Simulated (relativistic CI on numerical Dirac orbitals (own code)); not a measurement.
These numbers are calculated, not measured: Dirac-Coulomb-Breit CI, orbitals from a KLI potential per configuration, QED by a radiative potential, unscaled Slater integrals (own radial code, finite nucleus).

Configuration list (outside the closed core 1s2): 2s2.2p5, 2s.2p6, 2p6.3s, 2s2.2p4.3s, 2p6.3p, 2s2.2p4.3p, 2p6.3d, 2s2.2p4.3d, 2s.2p5.3s, 2s.2p5.3p, 2s.2p5.3d, 2s2.2p4.4s, 2s2.2p4.4p, 2s2.2p4.4d, 2s2.2p4.4f, 2s2.2p3.3s2, 2s2.2p3.3s.3p, 2s.2p5.4s, 2s2.2p4.5s, 2s.2p5.4p, 2s2.2p4.5p, 2s2.2p3.3s.3d, 2s2.2p3.3p2, 2s2.2p4.5d, 2s2.2p4.5f, 2s.2p5.4d, 2s2.2p4.5g, 2s.2p5.4f, 2s2.2p3.3p.3d, 2s.2p4.3s2, 2s2.2p3.3d2, 2s.2p4.3s.3p, 2s.2p4.3s.3d, 2s.2p4.3p2, 2s.2p5.5s, 2s.2p4.3p.3d. Levels of other configurations are missing.

At this charge energies of transitions that change n are usually good to better than 1 %, and those within a shell (Δn = 0) to a few per cent.

Outline of the computed level scheme of Os LXVIII. Lowest level of each configuration: 2s2.2p5 2P°_3/2 at 0.0 eV; 2s.2p6 2S_1/2 at 2073.1 eV; 2s2.2p4.3s 4P_5/2 at 8927.1 eV; 2s2.2p4.3p 4P°_3/2 at 9069.8 eV; 2s2.2p4.3d 4D_3/2 at 9664.2 eV; 2s.2p5.3s 4P°_5/2 at 10934.9 eV; 2s.2p5.3p 4P_3/2 at 11084.6 eV.

Some strong electric-dipole decays among the lowest 45 levels: 2s2.2p4.3d 2P_3/2 → 2s2.2p5 2P°_3/2 (2.2e+15 s⁻¹); 2s2.2p4.3d 2D_5/2 → 2s2.2p5 2P°_3/2 (1.8e+15 s⁻¹); 2s2.2p4.3d 2D_5/2 → 2s2.2p5 2P°_3/2 (1.2e+15 s⁻¹); 2s2.2p4.3d 2P_1/2 → 2s2.2p5 2P°_3/2 (8.7e+14 s⁻¹); 2s.2p5.3p 2D_5/2 → 2s2.2p5 2P°_3/2 (6.1e+14 s⁻¹); 2s2.2p4.3d 4P_1/2 → 2s2.2p5 2P°_3/2 (4.0e+14 s⁻¹); 2s2.2p4.3s 2P_3/2 → 2s2.2p5 2P°_3/2 (2.7e+14 s⁻¹); 2s.2p5.3p 4P_3/2 → 2s2.2p5 2P°_3/2 (2.2e+14 s⁻¹).

LS names give the leading component of a level, which can be under half, so a name can repeat, a term be missing and a line seem to break the LS rules.
